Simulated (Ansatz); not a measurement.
Program: Ansatz 0.2.0.

A structure relaxed at PBE0-D4/def2-TZVP, charge 0, multiplicity 1:

```csv
atom,x (Å),y (Å),z (Å)
O1,-1.7306,0.4664,0.5669
Ge2,-0.1089,0.2047,-0.0321
O3,0.6667,1.7234,0.3541
S4,0.8865,-1.5402,0.8855
Cl5,-0.1288,-0.1146,-2.1583
H6,-2.2685,-0.3291,0.5311
H7,1.6079,1.7156,0.1609
H8,1.0756,-2.1262,-0.3079
```

(1) Give its formula and SMILES.

(2) Point group (tolerance 0.08 Å, 0.16 Å for H)?

(3) Summarise the bond lengths by kind.

Answers

(1) ClGeH3O2S, `[OH][Ge]([OH])([SH])[Cl]`.

(2) Cs.

(3) 2 × Ge–O 1.749 Å; 2 × H–O 0.961 Å; 1 × Ge–S 2.208 Å; 1 × Cl–Ge 2.150 Å; 1 × H–S 1.343 Å.
